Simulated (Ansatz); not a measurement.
Species: CH$_{3}$F$_{2}$In (charge 0, singlet). 
Coordinates optimised at B3LYP-D3(BJ)/def2-TZVP (Ansatz, a first-principles code):
SMILES: [CH3][In]([F])[F]
```xyz
7

C     -2.1257    -0.3006    -0.0888
In    -0.0099    -0.0016    -0.0012
F      1.3667    -1.3918     0.0705
F      0.9272     1.7171     0.0271
H     -2.3239    -1.2561    -0.5666
H     -2.5698     0.5158    -0.6519
H     -2.5105    -0.3042     0.9288
```

Quantity: atomisation energy (electronic, to ground-state atoms), in kcal/mol. Cores are frozen in the correlated levels unless marked. UHF or UKS for open shells. No spin-orbit coupling. Frozen are the shells of the preceding noble gas and the d and f shells that filled before the atom's block. In def2 rows, elements after Kr have scalar-relativistic effective core potentials. The coupled-cluster limit lacks core correlation, which all-electron functionals hold. CBS marks a two-point X^-3 extrapolation of the correlation energy; Hartree-Fock from the larger set.

```csv
level,program,atomisation energy (kcal/mol),minus last row
HF/def2-SVPD,Ansatz,407.8,-163.2
HF/def2-QZVPPD,Ansatz,405.2,-165.8
PBE-D4/def2-TZVPD,Ansatz + dftd4,573.3,2.3
r2SCAN/def2-TZVPD,Ansatz,563.8,-7.2
PBE0-D4/def2-TZVP,Ansatz + dftd4,557.0,-14.0
PBE0-D4/def2-TZVPD,Ansatz + dftd4,557.5,-13.5
CAM-B3LYP/def2-TZVPD,Ansatz,562.0,-9.0
LC-wPBE-D3(BJ)/def2-TZVPD,Ansatz + dftd3,569.6,-1.4
B2PLYP/def2-TZVPD,Ansatz,557.7,-13.3
SCS-MP2/def2-TZVPPD,Ansatz,566.7,-4.3
CCSD/def2-SVP,Ansatz,523.4,-47.6
CCSD/def2-TZVPP,Ansatz,545.0,-26.0
CCSD(T)/def2-SVP,Ansatz,528.5,-42.5
CCSD(T)/def2-SVPD,Ansatz,544.3,-26.7
"CCSD(T)/CBS(def2-TZVPPD,def2-QZVPPD)",Ansatz,571.0,0.0
```
